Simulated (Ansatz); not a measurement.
One change: `C=C(F)[SiH2]N` becomes `C=[C](F)[GaH2]`.

Ansatz, PBE0-D4/def2-TZVP geometries, multiplicity 1. Each molecule was computed in one conformer, which needn't be the lowest.

Scalar relativity is left out up to krypton.

```tsv
property	`C=C(F)[SiH2]N`
size of the dipole moment (PBE/def2-TZVPP) / D	1.21
HOMO–LUMO gap (B3LYP/def2-TZVPP) / eV	6.65
HOMO energy (PBE0/def2-TZVPP) / eV	-7.50
LUMO energy (PBE/def2-TZVPP) / eV	-1.33
HOMO–LUMO gap (ωB97M-V/def2-TZVPP) / eV	11.34
HOMO energy (B3LYP/def2-TZVPP) / eV	-7.27
```

Task: Give the same properties after the change, and the shifts. (An estimate is asked.)

Result: Computed: 
```
                                      property  `C=[C](F)[GaH2]`  shift
size of the dipole moment (PBE/def2-TZVPP) / D              1.11  -0.10
         HOMO–LUMO gap (B3LYP/def2-TZVPP) / eV              5.31  -1.34
            HOMO energy (PBE0/def2-TZVPP) / eV             -7.79  -0.29
             LUMO energy (PBE/def2-TZVPP) / eV             -2.80  -1.47
       HOMO–LUMO gap (ωB97M-V/def2-TZVPP) / eV              9.80  -1.54
           HOMO energy (B3LYP/def2-TZVPP) / eV             -7.57  -0.30
```

With PBE0 the HOMO falls by 0.29 eV and the LUMO falls by 1.60 eV, so the gap narrows by about 1.31 eV. PBE moves the HOMO by -0.49 eV and ωB97M-V by -0.23 eV. Dipoles are sizes alone; their direction can turn.

B3LYP here is the variant with VWN-RPA as its local correlation; programs differ in this.
